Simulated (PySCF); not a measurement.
**V²¹⁺ (vanadium, charge +21) across methods**

1s2, closed-shell 1S. Calculation: PySCF 2.14, in an even-tempered Gaussian basis (15 s from 20 bohr⁻², ratio 2.2; 7 p from 31 bohr⁻², ratio 2.4; 4 d from 93 bohr⁻², ratio 2.4; 3 f from 140 bohr⁻², ratio 2.4; 3 g from 210 bohr⁻², ratio 2.4); no relativity, point nucleus.

```csv
method,E (hartree),mean ε 1s (eV),Σ⟨r²⟩ (bohr²),⟨S²⟩
r2SCAN,-514.785,-6684.2,0.01176,0.000
r2SCAN0,-514.784,-6716.0,0.01176,0.000
UHF,-514.73582,-6810.8,0.01175,0.000
BHandHLYP,-514.728,-6740.7,0.01177,0.000
PBE,-514.497,-6667.3,0.01179,0.000
PBE0,-514.568,-6703.4,0.01178,0.000
```

Task: Estimate the same row for LDA.

Result: E (hartree) = -512.980; mean ε 1s (eV) = -6650.5; Σ⟨r²⟩ (bohr²) = 0.01182; ⟨S²⟩ = 0.000.
